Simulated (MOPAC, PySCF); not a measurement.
CH2GeN2, SMILES `N#[C][Ge][NH2]` (lower singlet), neutral singlet in the gas phase. This singlet lies 2.24 eV below the relaxed triplet at the level frozen-core CCSD(T)/cc-pVTZ // PBE0-D3(BJ)/def2-TZVP (Ansatz).

Cartesian coordinates (Å):
```xyz
6

N      2.4960    -0.6121     0.4756
C      1.5686     0.0417     0.2599
Ge     0.0862     1.3325    -0.0945
N     -1.1254     0.0083    -0.3007
H     -0.9347    -0.9789    -0.2260
H     -2.0908     0.2084    -0.5089
```
Charge 0, spin multiplicity 1.

All levels are single points at this geometry (PBE0-D3(BJ)/def2-TZVP); Pople sets use spherical d functions. Orbital energies aren't observables, and empty levels follow the basis.

B3LYP/6-31G* in PySCF gives dipole (D) = 4.49.

Q: Estimate the dipole (D) from each of these levels: PBE-D3(BJ)/def2-TZVP in PySCF; PBE0-D3(BJ)/def2-TZVP in PySCF; B3LYP/3-21G in PySCF; B3LYP/6-311+G** (LANL2DZ on Ge) in PySCF; B3LYP/LANL2DZ in PySCF; BP86/6-31G* in PySCF; M06-2X/6-31G* in PySCF; HF/3-21G in PySCF; HF/6-31G* in PySCF; HF/STO-3G in PySCF; PM3 in MOPAC; PM6 in MOPAC.

A: 
| level | dipole (D) |
|---|---|
| PBE-D3(BJ)/def2-TZVP in PySCF | 4.54 |
| PBE0-D3(BJ)/def2-TZVP in PySCF | 4.57 |
| B3LYP/3-21G in PySCF | 4.43 |
| B3LYP/6-311+G** (LANL2DZ on Ge) in PySCF | 4.55 |
| B3LYP/LANL2DZ in PySCF | 4.61 |
| BP86/6-31G* in PySCF | 4.47 |
| M06-2X/6-31G* in PySCF | 4.38 |
| HF/3-21G in PySCF | 4.35 |
| HF/6-31G* in PySCF | 4.53 |
| HF/STO-3G in PySCF | 4.01 |
| PM3 in MOPAC | 4.55 |
| PM6 in MOPAC | 4.54 |
